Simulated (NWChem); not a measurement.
# vinylidene fluoride (C2H2F2); SMILES C=C(F)F

```xyz
6

C      0.0000     0.0000    -1.3820
C      0.0000     0.0000    -0.0583
F      0.0000    -1.0734     0.6935
F      0.0000     1.0734     0.6935
H      0.0000     0.9458    -1.9203
H      0.0000    -0.9458    -1.9203
```
Atoms are numbered in this order, from 1.

Program: NWChem. Geometry: optimised at PBE0/def2-SVP.

Q: Taking PBE0/def2-QZVP as the yardstick, which of these has the fewest basis functions while keeping “highest occupied level (eV)” within 0.1 eV of it: PBE0/def2-SVPD; PBE0/def2-TZVP; PBE0/STO-3G; PBE0/def2-SVP; PBE0/def2-TZVPD; PBE0/def2-TZVPP?

A: PBE0/def2-SVPD.
```json
[
 {"level": "PBE0/STO-3G", "basis functions": "22", "highest occupied level (eV)": "-4.47"},
 {"level": "PBE0/def2-SVP", "basis functions": "66", "highest occupied level (eV)": "-7.62"},
 {"level": "PBE0/def2-SVPD", "basis functions": "102", "highest occupied level (eV)": "-7.82"},
 {"level": "PBE0/def2-TZVP", "basis functions": "136", "highest occupied level (eV)": "-7.71"},
 {"level": "PBE0/def2-TZVPP", "basis functions": "152", "highest occupied level (eV)": "-7.71"},
 {"level": "PBE0/def2-TZVPD", "basis functions": "172", "highest occupied level (eV)": "-7.74"},
 {"level": "PBE0/def2-QZVP", "basis functions": "288", "highest occupied level (eV)": "-7.74"}
]
```

The yardstick is one finite set, not the basis-set limit.
